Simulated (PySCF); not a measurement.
Isomers of C5H7ClO2, one GFN2-xTB conformer each. Single-point energies are computed at PBE0/pcSseg-1 (PySCF, gas phase, no added dispersion term), electronic only.

Problem. Rank them by PBE0/pcSseg-1 energy, lowest first (kJ/mol).
A. `[O:1]=[C:2]1[CH2:3][CH2:4][C@H:5]([Cl:6])[CH2:7][O:8]1` with O1–C2–C3–C4 128°, C2–C3–C4–C5 52°, C3–C4–C5–Cl6 115°, C4–C5–C7–O8 -47°
B. `[CH2:1]=[C:2]([Cl:3])[C:4](=[O:5])[O:6][CH2:7][CH3:8]` with C1–C2–C4–O5 1°, C2–C4–O6–C7 -179°, C4–O6–C7–C8 179°
C. `[CH3:1][CH2:2]/[C:3]([Cl:4])=[CH:5]\[C:6](=[O:7])[OH:8]` with C1–C2–C3–Cl4 -69°, C3–C5–C6–O7 1°, C5–C6–O8–H 180°

Solution. A (0.0), C (10.2), B (66.2).

As drawn, the highest has a C=C bond outside aromatic rings, which the lowest lacks. Neighbours about 10 kJ/mol apart or less (O=C1CC[C@H](Cl)CO1 and CC/C(Cl)=C\C(=O)O) can change places with a better method, another conformer or zero-point energy. GFN2-xTB itself gives, in the same order: 0.0, 51.5, 91.1. Both levels put the same isomer lowest; measured from each level's own lowest isomer, the values differ by up to 41.3 kJ/mol (CC/C(Cl)=C\C(=O)O: 51.5 against 10.2).

Problem. Which frontier levels, dipoles and rotational constants go with these structures?

Solution. 
| SMILES | HOMO (eV, PBE0/pcSseg-1) | LUMO (eV) | dipole (D) | A, B, C (MHz) |
| --- | --- | --- | --- | --- |
| O=C1CC[C@H](Cl)CO1 | -7.97 | 0.06 | 2.78 | 4543, 1022, 891.8 |
| CC/C(Cl)=C\C(=O)O | -7.79 | -1.61 | 0.34 | 2632, 1057, 795.7 |
| C=C(Cl)C(=O)OCC | -7.79 | -1.59 | 0.80 | 2711, 1141, 811.4 |
